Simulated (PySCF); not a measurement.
Mg(Et)(SH) (C2H6MgS), SMILES C[CH2][Mg][SH].

Geometry: PBE0-D3(BJ)/def2-SVP. The structure was generated by enumeration; whether it is a known compound was not checked. One conformer was computed; it need not be the lowest.

All values below come from ωB97X/def2-TZVP (PySCF).

```yaml
total_energy: -678.13497 hartree
highest_occupied_level: -9.02 eV
lowest_empty_level: 0.64 eV
orbital_gap: 9.66 eV
dipole_moment: 1.98 D
quadrupole, principal values (traceless, Buckingham form, about the centre of nuclear charge): -15.87, 5.08, 10.80 D·Å
mean_static_polarisability: 71.8 bohr³ (10.64 Å³)
polarisability_principal_values: 60.7, 62.1, 92.6 bohr³
```
